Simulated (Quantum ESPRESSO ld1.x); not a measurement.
Values are calculated unless marked as measured or tabulated.
Task: The aim is the sulfur ion S2+ in [Ne] 3s2 3p2. What will ld1.x (Quantum ESPRESSO 7.5) do with this input?

```
 &input
    zed=16.0,
    iswitch=1,
    rel=1,
    dft='PW',
    config='[Ne] 3s2 3p2',
    verbosity='high',
    confg=1,
    prefix='ld1',
    max_out_wfc=37,
    file_charge='ld1.rho',
 /
```

Result: Refused. The program stops in ld1_readin with "reading input namelist": the namelist holds a keyword that &input does not know.

Output (excerpt):

```
     Program LD1 v.7.5 starts

 %%%%%%%%%%%%%%%%%%%%%%%%%%%%%%%%%%%%%%%%%%%%%%%%%%%%%%%%%%%%%%%%%%%%%%%%%%%%%%
     Error in routine ld1_readin (5010):
     reading input namelist
 %%%%%%%%%%%%%%%%%%%%%%%%%%%%%%%%%%%%%%%%%%%%%%%%%%%%%%%%%%%%%%%%%%%%%%%%%%%%%%

     stopping ...
```

Run on one thread of a shared host, so times are rough (Intel(R) Xeon(R) Processor @ 2.60GHz): 0.46 s of CPU time, 0.48 s wall.
